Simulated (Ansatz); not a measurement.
```yaml
crystal:
  periodic: [false, false, false]
  atoms:
    - {symbol: F, position_ang: [-1.452141, -1.663185, 0.063506]}
    - {symbol: C, position_ang: [-0.949180, -0.460170, 0.242163]}
    - {symbol: Cl, position_ang: [1.734099, -1.810998, -1.289983]}
    - {symbol: B, position_ang: [-1.054205, 0.809841, 0.689480]}
    - {symbol: Al, position_ang: [0.907501, -0.106975, -0.404882]}
    - {symbol: H, position_ang: [-0.849277, 1.932230, 0.963825]}
    - {symbol: H, position_ang: [1.724504, 1.231157, -0.309810]}
basis:
  gaussian: {orbitals: def2-mTZVP, final_grid: {core_spheres: 5, valence_spheres: 4, degree: 11}, point_charges: [{charge: 0.50, position_ang: [6.506, 0.836, -0.392]}]}
hamiltonian: {xc: {name: HF}}
```

```sh
$ ansatz run in.yaml --threads 2 --pin off --events-out ev --progress --plain --max-ram 4352MiB
```

It prints (some lines left out):

```
Functional definition: HF
  name "HF"
  cite "Fock, Z. Phys. 61, 126 (1930) doi:10.1007/BF01340294"
  parent pbe
  exchange = exact_x
  correlation = 0
947 factors; integrals over basis functions are off by at most 8.5e-4 eV
mean field evaluation 1: about -23525.1568 eV, gradient 2.6e1 eV
mean field evaluation 2: about -23525.2941 eV, gradient 2.6e1 eV
mean field evaluation 4: about -23527.3892 eV, gradient 3.7e0 eV
mean field evaluation 8: about -23527.4368 eV, gradient 3.3e-1 eV
mean field -23527.43806514 eV, -864.6174014236 hartree, gradient 1.6e-5 eV, S^2 0.000000; 0 other end points of the search recorded, 0 dependent functions left out
reference -23527.43806514 eV, -864.6174014236 hartree; 26, 26 occupied and 81, 81 virtual orbitals, 947 factors
Total energy: -23527.43806514 eV, -864.6174014236 hartree
```

Run time 0.8 s (2 threads of an Arm Neoverse V1 on a shared host); peak host memory 0.38 GiB.
